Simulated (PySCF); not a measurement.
Calculation: B3LYP-D3(BJ)/def2-TZVP // PBE0-D4/def2-SVP (PySCF 2.14.0). Gas-phase values, no solvent. One relaxed conformer stands for a flexible species; it need not be the lowest. B3LYP has the VWN-RPA correlation part, as in Gaussian. 

Reference species (SMILES): `[SiH3][Sn]([SiH3])([SiH3])[SiH3]` (neutral, multiplicity 1).

- HOMO–LUMO gap: 6.70 eV
- S1 oscillator strength: 0.000

Changed species: `C[O][Sn]([SiH3])([SiH3])[O]C` (C–O–Sn–Si torsion 45°, Si–Sn–O–C torsion -179°) (2 of 4 OCH3 replaced by SiH3; the reference has 4 of 4 OCH3 replaced by SiH3).

**Question.** Predict the effect on the HOMO–LUMO gap and S1 oscillator strength.

**Answer.** the HOMO–LUMO gap drops by 0.64 eV, to 6.06 eV; the S1 oscillator strength hardly moves.
